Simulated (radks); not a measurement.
W I, 74 electrons, occupied as [Xe] 4f14 5d4 6s2.

Calculated with a radial shooting solver on a logarithmic mesh with Libxc functionals: scalar-relativistic Kohn-Sham, PW91, spin-unpolarised, spherical densities, point nucleus.

Energy parts (hartree):
total: -16144.1447
kinetic: 17791.9781
electron-nucleus: -39918.6338
Hartree: 6306.8303
exchange-correlation: -324.3193

Orbitals (lengths in bohr, moments of r in powers of bohr; <r^-3> diverges for s and p1/2; r(max) is where P^2 peaks):
orbital  occ.  eigenvalue (hartree)      <r>   r(max)  <r^-3>
1s          2             -2554.233  0.01834  0.01145       -
2s          2             -440.8549  0.07756  0.06566       -
2p          6             -385.5253  0.06943  0.05388   19760
3s          2             -101.5307   0.2010   0.1852       -
3p          6             -85.14870   0.2013   0.1834    4407
3d         10             -66.31390   0.1824   0.1494   566.0
4s          2             -20.94399   0.4495   0.4205       -
4p          6             -15.57112   0.4780   0.4411    1024
4d         10              -8.76393   0.5113   0.4521   112.5
5s          2              -2.90847    1.067   0.9620       -
5p          6              -1.58966    1.249    1.091   147.3
4f         14              -1.22275   0.6077   0.4286   19.09
6s          2              -0.21196    3.171    2.654       -
5d          4              -0.16668    2.073    1.495   6.653

The highest occupied level is 5d at -4.535 eV. Summed over all electrons, <r^2> = 69.67 bohr^2, which gives a Langevin (diamagnetic) susceptibility term of -55.2 x 10^-6 cm^3/mol.
